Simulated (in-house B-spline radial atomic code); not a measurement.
As. Computed with a B-spline radial atomic code. Model: non-relativistic spherical atom: semilocal Troullier-Martins pseudo-atom, one channel per l, against all electrons, high spin, G0W0 and RPA with empty states to l = 8, local potential for every l without a channel, a model core (radius 0 = none) keeps its share of the functional.

What the tables leave out is listed at the end.

The pseudopotential gives back the lowest level of each angular momentum of its own functional in the configuration it was made in; a second state of the same l is only approximately right. Exact exchange, RPA and GW see the smooth pseudo-orbitals and miss the exchange with the core, for which the functional's share stands in. The column with an uncorrelated core keeps all orbitals and exact exchange, and so separates missing core correlation from pseudisation. Only the three outermost levels and the lowest empty one were computed. RPA here is direct RPA, with no exchange kernel, and its energies carry an (l + 1/2)⁻⁴ tail. A hybrid on a potential with a model core restores only its own semilocal share of the core's exchange.

Command:
```bash
python run_psgw.py task.json out
```
Settings (lengths in bohr, energies in hartree):
```
Z                      33
electrons              33
configuration          [Ar] 3d10 4s2 4p3
generated_in           [Ar] 3d10 4s2 4p3
functional             pbe,pbe
core_shells            3
radius_factor          1
core_correction        True
```

Run time, properties included: 16 s on 1 thread of Intel(R) Xeon(R) 6975P-C (Granite Rapids), on a shared host.

Given: made with PBE; model core radius 0.274 bohr; local radius 0.658 bohr; mean-field start PBE.

Valence shells of the generating configuration: 3s, 3p, 3d, 4s, 4p.

Channel: s 0.531, p 0.52, d 1.441 (radii in bohr).

Computed: largest level miss in the spin-unpolarised generating configuration 0.143 eV; valence RPA correlation energy all-electron orbitals -1.5932 hartree; valence RPA correlation energy pseudo -1.4215 hartree; pseudo-atom RPA polarisability 27.38 bohr³.

```csv
level,occupied,mean-field all-electron (eV),mean-field pseudo minus all (eV),G0W0 all-electron (eV),G0W0 uncorrelated core minus all (eV),G0W0 pseudo minus all (eV),exchange self-energy all-electron (eV),exchange self-energy pseudo (eV)
4p up,1,-5.9554,-0.035,-9.6681,0.006,-0.066,-16.345,-15.931
4p down (empty),0,-3.6564,-0.034,-1.1089,0.006,-0.005,-4.3055,-3.882
```

(1) What is the all-electron RPA polarisability, core included?

Given: mean-field start PBE0.

Computed: valence RPA correlation energy all-electron orbitals -1.5327 hartree; valence RPA correlation energy pseudo -1.3699 hartree; all-electron RPA polarisability, core included 23.291 bohr³.

```json
{"level": "4p up", "occupied": "1", "mean-field all-electron (eV)": "-7.1338", "mean-field pseudo minus all (eV)": "-0.037", "G0W0 all-electron (eV)": "-9.9925", "G0W0 uncorrelated core minus all (eV)": "0.006", "G0W0 pseudo minus all (eV)": "-0.06", "exchange self-energy all-electron (eV)": "-16.38", "exchange self-energy pseudo (eV)": "-15.975"}
{"level": "4s down", "occupied": "1", "mean-field all-electron (eV)": "-13.452", "mean-field pseudo minus all (eV)": "-0.146", "G0W0 all-electron (eV)": "-16.339", "G0W0 uncorrelated core minus all (eV)": "0.005", "G0W0 pseudo minus all (eV)": "-0.198", "exchange self-energy all-electron (eV)": "-16.195", "exchange self-energy pseudo (eV)": "-15.526"}
{"level": "4p down (empty)", "occupied": "0", "mean-field all-electron (eV)": "-2.6294", "mean-field pseudo minus all (eV)": "-0.03", "G0W0 all-electron (eV)": "-0.81084", "G0W0 uncorrelated core minus all (eV)": "0.005", "G0W0 pseudo minus all (eV)": "-0.006", "exchange self-energy all-electron (eV)": "-3.9153", "exchange self-energy pseudo (eV)": "-3.552"}
```

(2) What is the pseudo-atom RPA polarisability?

Answers

(1) 27.777 bohr³.

(2) 22.985 bohr³.

Among the listed levels the largest G0W0 shift of the pseudo-atom is -0.20 eV, for 4s down on the PBE0 start, while leaving the core uncorrelated moves that level by +0.01 eV. So pseudisation and the lost core exchange, not the missing core correlation, make the error. Not in the tables (levels of low weight, unsolved or above zero; the highest and the empty levels are kept at any weight): on PBE the G0W0 levels 4s down (pseudo minus all -0.21 eV, weights 0.74 and 0.74), 4s up (pseudo minus all -0.12 eV, weights 0.05 and 0.06); on PBE0 the G0W0 levels 4s up (pseudo minus all -0.16 eV, weights 0.34 and 0.34); no Hartree-Fock pseudo-atom is run with a model core.
